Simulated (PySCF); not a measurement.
**Ionising NaSe**

r²SCAN; PySCF, no relativity, basis sets Na def2-SVP, Se def2-SVP. Neutral (UKS): doublet (π ↑), Re = 2.613 Å, ωe = 269 cm⁻¹, De = 2.48 eV, HOMO -3.85 eV, LUMO -3.14 eV.

NaSe⁺ (UKS): triplet (π ↑↑), Re = 3.022 Å, ωe = 142 cm⁻¹, De = 0.60 eV to Na⁺ + Se. The energies at the minima are -2563.46350 hartree for NaSe and -2563.20847 for NaSe⁺.

Q: Work out the adiabatic ionisation energy, without and with harmonic zero-point energies (1 hartree = 27.2114 eV, 1 eV = 8065.5 cm⁻¹), and the change of the bond length.

A: At r²SCAN: 0.25503 hartree = 6.940 eV between the minima; the zero-point term (142.0 − 269.0)/2 cm⁻¹ = -0.008 eV makes it 6.932 eV. Re changes by +40.9 pm against the neutral. The electron leaves a π orbital, and the ion is left as a loose complex of an ion and an atom.

Spin–orbit coupling is left out. For an ion De counts to the pair picked by the measured ionisation energies or electron affinities, which need not be the lowest pair at this level. States were picked by a PBE0 search and need not be the measured ground states.
